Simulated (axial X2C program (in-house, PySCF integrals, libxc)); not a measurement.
## Correcting the dissociation energy of RbBr⁺ for spin–orbit coupling

A spin-free CCSD(T) curve (one-electron X2C) was computed with an in-house relativistic program for diatomic molecules, basis Rb dyall-cv3z [12s13p8d4f1g], Br dyall-cv3z [8s9p6d4f1g] (cores contracted in-house), for the state M_S = 1/2, Λ = 1 (beyond evenly filled blocks: π+α, π+β, π-α). It gives D0 = 0.183 eV to Rb+ + Br, which in a spin-free picture are the weighted means of the ground terms.

Correlated methods: 15 electrons correlated (number of frozen shells: Rb 3 s, 2 p, 1 d; Br 3 s, 2 p, 1 d), 277 virtual spin orbitals or spinors in MP2, 90 natural virtuals in coupled cluster.

Measured levels of the ground terms (NIST Handbook of Basic Atomic Spectroscopic Data), in cm⁻¹: Rb+ 1S: J = 0 at 0; Br 2P: J = 3/2 at 0, J = 1/2 at 3685.2.

The two components of the molecular doublet are 1515 cm⁻¹ apart in the PBE0 2c search (Ω = 3/2 lower), so the lower one lies 758 cm⁻¹ under their mean.

Task: How far does each ground level lie under the (2J+1)-weighted mean of its term?

Result: Rb+: a single level, 0; Br: (4 × 0 + 2 × 3685.2)/6 = 1228 cm⁻¹.

Task: Correct D0.

Result: D0 = 0.183 + (758 − 1228)/8065.5 = 0.125 eV at CCSD(T) with these spin–orbit terms. The direct two-component run gives 0.188 eV; the difference holds second-order terms in the molecule, scalar two-electron terms, the gap between measured and computed atomic splittings (a 2c atom can miss part of its lowering) and, in coupled cluster, the truncation of each run.

Second-order spin–orbit effects in the molecule, which grow quickly with Z, are left out. The state is a single determinant with fixed occupations, the lowest that a limited PBE0 search found. De is counted from the lowest determinant-based energies of the atoms at the same level, without counterpoise correction. CCSD and (T) use frozen natural virtuals with an MP2 correction for the truncation; (T) itself is uncorrected, so its De runs slightly low. PBE0 can misorder states that lie within some tenths of an eV, so this need not be the ground state of the molecule. The nearest other spin-free determinant of the search, M_S = 1/2, Λ = 0, lies 0.20 eV up at the distance of the search.
